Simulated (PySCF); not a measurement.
Structure with atom numbers: `[CH:1]#[C:2][Al:3]([CH3:4])[C:5]#[CH:6]`. Each H is labelled by its parent atom.

Geometry: PBE0-D3(BJ)/def2-SVP; GIAO shifts from PySCF 2.14.0 with density-fitted response routines, gas phase, non-relativistic, averaged over equivalent atoms.

At LC-wPBE/pcSseg-2 (293 basis functions, 100 s wall time on 1 thread of an Arm Neoverse N1, shared host):
| atoms | δ (ppm) |
| --- | --- |
| C1/C6 | 115.0 |
| C2/C5 | 103.8 |
| C4 | -9.5 |
| Al3 | 134.6 |
| H(C1)/H(C6) | 2.00 |
| H(C4) | -0.29 |

Scale: ¹³C (188.30 ppm), ¹H (31.32 ppm) against TMS; AlH4- for ²⁷Al (484.89 ppm) (reference shieldings calculated alike).

Predict the values at KT3/pcSseg-2 on the same geometry.

Results:


```
      atoms  δ at KT3/pcSseg-2  change
      C1/C6               93.7   -21.3
      C2/C5               87.7   -16.1
         C4               -9.1    +0.4
        Al3              117.7   -16.9
H(C1)/H(C6)               2.20   +0.20
      H(C4)              -0.30   -0.01
```

Scale: TMS for ¹³C (181.31 ppm) and ¹H (31.35 ppm); AlH4- for ²⁷Al (499.48 ppm) (reference shieldings calculated alike).

The largest change is at C1/C6 (terminal alkyne carbon). Cost: 293 basis functions, 49 s wall time on 1 thread of an Arm Neoverse V1, shared host. The order of the carbon signals is the same at both levels.
